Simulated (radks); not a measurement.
All-electron atom: Br XXXIV in [He].

Method: scalar-relativistic Kohn-Sham, r2SCAN, spin-polarised, spherical densities, finite nucleus; meta-GGA in the generalised Kohn-Sham scheme; Fermi nuclear charge, rms radius 4.1629 fm; computed with a radial shooting solver on a logarithmic mesh with Libxc functionals.

Energy parts (eV):
part                      energy
total                 -33291.830
kinetic                34418.096
electron-nucleus      -68311.552
Hartree                 1207.266
exchange-correlation    -605.640

Orbitals (lengths in bohr, moments of r in powers of bohr; r(max) is where P^2 peaks):
1s: occ. 2; eigenvalue (eV) -16144.57; r(max) 0.02783; <r> 0.04239; <r^2> 0.002414

The highest occupied level is 1s at -16144.6 eV. The density falls to 0.001 e/bohr^3 at r = 0.25 bohr. Summed over all electrons, <r^2> = 0.004827 bohr^2, which gives a Langevin (diamagnetic) susceptibility term of -0.00382 x 10^-6 cm^3/mol. For comparison, the ionisation energy in NIST's Atomic Spectra Database is 16317.0 eV (theoretical). In exact Kohn-Sham theory the highest level is minus the ionisation energy, but local and semilocal functionals leave it too shallow, through self-interaction and a potential that decays too fast; potentials with the right tail come closer.
